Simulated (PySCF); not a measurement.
PySCF input for C₂H₅ClSi, SMILES [SiH3]/C=C\Cl, KT2/pcSseg-1. Geometry optimised at ωB97X-D3(BJ)/def2-SVP. The structure was generated by enumeration; whether it is a known compound was not checked.

```python
import numpy as np
from pyscf import gto, scf, dft
from pyscf.prop.nmr import rks as nmr

mol = gto.M(
    atom='''
    Si   -0.38700120    1.67748479    0.00000000
    C     1.10609714    0.53486198   -0.00000000
    C     1.00804324   -0.79472984    0.00000000
    Cl   -0.52385212   -1.60995230   -0.00000000
    H    -1.22035035    1.45040715    1.21445395
    H    -1.22035036    1.45040716   -1.21445395
    H     0.09927858    3.08752756   -0.00000000
    H     2.12422050    0.94180925   -0.00000000
    H     1.85586218   -1.48654182    0.00000000
    ''',
    basis='pcSseg-1',
    charge=0,
    spin=0,
    max_memory=1600,
    verbose=3,
)
mf = dft.RKS(mol, xc='kt2')
mf.grids.level = 3
mf.conv_tol = 1e-10
mf.max_cycle = 100
mf.kernel()
n = nmr.NMR(mf)
n.verbose = 2
n.max_cycle_cphf = 60
sigma = n.kernel()
print('atom   isotropic/ppm   span/ppm')
for i, s in enumerate(sigma):
    w = np.linalg.eigvalsh((s + s.T) / 2)
    print(f'{mol.atom_symbol(i):2s}{i + 1:3d} {w.mean():14.3f} {w[2] - w[0]:11.3f}')
```

Program output:

```
converged SCF energy = -836.165557708453
atom   isotropic/ppm   span/ppm
Si  1        448.183      46.225
C   2         65.865     192.336
C   3         39.995     176.477
Cl  4        661.692     459.077
H   5         26.910       7.919
H   6         26.910       7.919
H   7         27.262       7.912
H   8         25.448       3.726
H   9         24.400       7.196
```

The calculation finished and met its thresholds.
